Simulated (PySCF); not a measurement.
Match the calculated data to a structure.

All candidates are C6H8N2.

| technique | computed result |
| --- | --- |
| Couplings | largest of the computed one-bond spin–spin couplings (means over like bonds): 13C–1H +183.2 (×2), 13C–1H +165.8 (×2), 13C–1H +141.4 (×3), 15N–1H -97.4, 13C–13C +64.8 (×2), 13C–13C +63.6 (×2), 15N–13C -18.5, 15N–13C -14.8 Hz [B3LYP/pcJ-1, spin–dipole term left out for some pairs] |
| Polarisability | 86.2 au [CAM-B3LYP/def2-SVPD] |
| NMR, other nuclei | isotropic shieldings of nuclei other than C and H, by class: -51 (1 N), 186 (1 N) ppm [GIAO B97-2/pcSseg-1] |
| Triplet | lowest triplet excitation (Tamm–Dancoff): 4.07 eV [TDA CAM-B3LYP/def2-SVPD] |
| 1H NMR | chemical shifts (computed TMS as zero) by class: 8.27 (2 H), 6.08 (2 H), 3.15 (1 H), 2.78 (3 H) ppm [GIAO B97-2/pcSseg-1] |
| Rotational structure | rotational constants A, B, C: 5.265, 1.519, 1.189 GHz [PBE0-D3(BJ)/def2-SVP] |
| 13C NMR | chemical shifts (computed TMS as zero) by class: 152.6 (1 C), 152.6 (2 C), 106.7 (2 C), 29.5 (1 C) ppm [GIAO B97-2/pcSseg-1] |
| UV, first state | lowest singlet excitation: 5.15 eV (241 nm, f = 0.020) [TDDFT CAM-B3LYP/def2-SVPD] |

Gas-phase values; electronic properties from PySCF, density fitting. Levels stand in brackets. Isolated species at its PBE0-D3(BJ)/def2-SVP geometry (one conformer only). Each NMR value is the plain mean over a class of atoms that symmetry, rotation or inversion makes alike.

Task: Which candidate is it?
A. `CNc1ccncc1`
B. `N#CC[C@H]1C=NCC1`
C. `CCc1cnccn1`

Result: A. It is `CNc1ccncc1`. Numbering: `[CH3:1][NH:2][c:3]1[cH:4][cH:5][n:6][cH:7][cH:8]1`. Its formula, C6H8N2, gives 4 degrees of unsaturation: 1 ring and 3 π bonds in the structure found (Kekulé form). 6 carbons fall into 4 classes; from least to most shielded: aromatic carbon bearing nitrogen [C3] (152.6 ppm), aromatic CH next to a ring nitrogen [C5/C7] (152.6 ppm, 2 C), aromatic CH carbon [C4/C8] (106.7 ppm, 2 C, up to 5.2 ppm apart in this geometry), N-methyl carbon [C1] (29.5 ppm). Hydrogen classes from least to most shielded: 2 H on 2 like atoms (aromatic CH next to a ring nitrogen), C5/C7 (8.27 ppm), 2 H on 2 aromatic CH carbons, C4/C8 (6.08 ppm), 1 H on an aniline-type nitrogen, N2 (3.15 ppm), 3 H on an N-methyl carbon, C1 (2.78 ppm). The other shieldings belong to: -51 ppm, pyridine-type nitrogen [N6]; 186 ppm, aniline-type nitrogen [N2]. The couplings run between: +183.2 Hz, aromatic CH next to a ring nitrogen [C5] and its hydrogen (with 1 like pair); +165.8 Hz, aromatic CH carbon [C4] and its hydrogen (with 1 like pair); +141.4 Hz, N-methyl carbon [C1] and its hydrogen (with 2 like pairs); -97.4 Hz, aniline-type nitrogen [N2] and its hydrogen; +64.8 Hz, aromatic carbon bearing nitrogen [C3] and aromatic CH carbon [C4] (with 1 like pair); +63.6 Hz, aromatic CH carbon [C4] and aromatic CH next to a ring nitrogen [C5] (with 1 like pair); -18.5 Hz, aniline-type nitrogen [N2] and aromatic carbon bearing nitrogen [C3]; -14.8 Hz, aniline-type nitrogen [N2] and N-methyl carbon [C1]. By its constants the optimised geometry is an asymmetric top.

The others, at the same levels:
- `N#CC[C@H]1C=NCC1` fails: its computed lowest singlet excitation is 5.37 eV (231 nm, f = 0.002) (against 5.15 eV), static isotropic polarisability is 76.9 au (against 86.2 au) and rotational constant A is 5.529 GHz (against 5.265 GHz).
- `CCc1cnccn1` fails: its computed lowest singlet excitation is 4.14 eV (299 nm, f = 0.005) (against 5.15 eV), lowest triplet excitation (Tamm–Dancoff) is 3.46 eV (against 4.07 eV) and static isotropic polarisability is 82.7 au (against 86.2 au).

Each candidate is one conformer, not necessarily the lowest. Dipoles, sizes and rotational constants follow the conformer. The torsions of the flexible species, by atom-mapped SMILES:
- `[CH3:1][NH:2][c:3]1[cH:4][cH:5][n:6][cH:7][cH:8]1`: C1–N2–C3–C4 -174°
- `[CH3:1][CH2:2][c:3]1[cH:4][n:5][cH:6][cH:7][n:8]1`: C1–C2–C3–C4 121°

The conformers of `N#CC[C@H]1C=NCC1` aren't listed.
